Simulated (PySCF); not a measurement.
## Two-component Hartree-Fock for I⁴⁺ (iodine, charge +4)

Start: [Kr] 4d10 5s2 5p1; 5p3/2 filled at m_j = +3/2. Calculated with PySCF 2.14 in x2c-TZVPPall-2c: generalised Hartree-Fock with the X2C-1e Hamiltonian and a Gaussian nucleus; one run each with spin-orbit coupling (SO) screened by Boettger's factors, then bare. This is a chosen level, not necessarily the ground level.

```json
{"spinor shell": "1s1/2", "electrons": "2", "ε, screened SO (eV)": "-33376.5", "ε, bare SO (eV)": "-33376.2", "weight of nominal j (bare SO)": "1.000", "rms radius, bare SO (bohr)": "0.0311"}
{"spinor shell": "2s1/2", "electrons": "2", "ε, screened SO (eV)": "-5294.6", "ε, bare SO (eV)": "-5294.6", "weight of nominal j (bare SO)": "1.000", "rms radius, bare SO (bohr)": "0.127"}
{"spinor shell": "2p1/2", "electrons": "2", "ε, screened SO (eV)": "-4958.5", "ε, bare SO (eV)": "-4967.4", "weight of nominal j (bare SO)": "1.000", "rms radius, bare SO (bohr)": "0.109"}
{"spinor shell": "2p3/2", "electrons": "4", "ε, screened SO (eV)": "-4657.1", "ε, bare SO (eV)": "-4653.5", "weight of nominal j (bare SO)": "1.000", "rms radius, bare SO (bohr)": "0.115"}
{"spinor shell": "3s1/2", "electrons": "2", "ε, screened SO (eV)": "-1147.5", "ε, bare SO (eV)": "-1147.5", "weight of nominal j (bare SO)": "1.000", "rms radius, bare SO (bohr)": "0.334"}
{"spinor shell": "3p1/2", "electrons": "2", "ε, screened SO (eV)": "-1007.1", "ε, bare SO (eV)": "-1008.8", "weight of nominal j (bare SO)": "1.000", "rms radius, bare SO (bohr)": "0.326"}
{"spinor shell": "3p3/2", "electrons": "4", "ε, screened SO (eV)": "-948.67", "ε, bare SO (eV)": "-947.98", "weight of nominal j (bare SO)": "1.000", "rms radius, bare SO (bohr)": "0.339"}
{"spinor shell": "3d3/2", "electrons": "4", "ε, screened SO (eV)": "-703.73", "ε, bare SO (eV)": "-705.42", "weight of nominal j (bare SO)": "1.000", "rms radius, bare SO (bohr)": "0.310"}
{"spinor shell": "3d5/2", "electrons": "6", "ε, screened SO (eV)": "-691.69", "ε, bare SO (eV)": "-690.58", "weight of nominal j (bare SO)": "1.000", "rms radius, bare SO (bohr)": "0.314"}
{"spinor shell": "4s1/2", "electrons": "2", "ε, screened SO (eV)": "-256.01", "ε, bare SO (eV)": "-256.02", "weight of nominal j (bare SO)": "1.000", "rms radius, bare SO (bohr)": "0.786"}
{"spinor shell": "4p1/2", "electrons": "2", "ε, screened SO (eV)": "-204.48", "ε, bare SO (eV)": "-204.83", "weight of nominal j (bare SO)": "1.000", "rms radius, bare SO (bohr)": "0.826"}
{"spinor shell": "4p3/2", "electrons": "4", "ε, screened SO (eV)": "-193.11", "ε, bare SO (eV)": "-192.97", "weight of nominal j (bare SO)": "1.000", "rms radius, bare SO (bohr)": "0.854"}
{"spinor shell": "4d3/2", "electrons": "4", "ε, screened SO (eV)": "-108.48", "ε, bare SO (eV)": "-108.74", "weight of nominal j (bare SO)": "0.996", "rms radius, bare SO (bohr)": "0.973"}
{"spinor shell": "4d5/2", "electrons": "6", "ε, screened SO (eV)": "-106.66", "ε, bare SO (eV)": "-106.50", "weight of nominal j (bare SO)": "0.997", "rms radius, bare SO (bohr)": "0.988"}
{"spinor shell": "5s1/2", "electrons": "2", "ε, screened SO (eV)": "-61.657", "ε, bare SO (eV)": "-61.659", "weight of nominal j (bare SO)": "1.000", "rms radius, bare SO (bohr)": "1.92"}
{"spinor shell": "5p3/2", "electrons": "1", "ε, screened SO (eV)": "-49.265", "ε, bare SO (eV)": "-49.248", "weight of nominal j (bare SO)": "1.000", "rms radius, bare SO (bohr)": "2.20"}
```

```
   quantity  screened SO      bare SO
E (hartree)  -7110.21678  -7110.40015
        M_J          3/2          3/2
       ⟨J²⟩        3.756        3.756
       ⟨L²⟩        2.025        2.028
       ⟨S²⟩        0.773        0.775
```

Each row is a mean over spinors that exchange with the open shell spreads, by up to 2.851 eV (5s1/2).

Breit and QED terms are absent; they matter most for the inner s and p1/2 levels.

Densities and radii are taken from the X2C orbitals without a picture-change correction, which distorts them close to the nucleus.
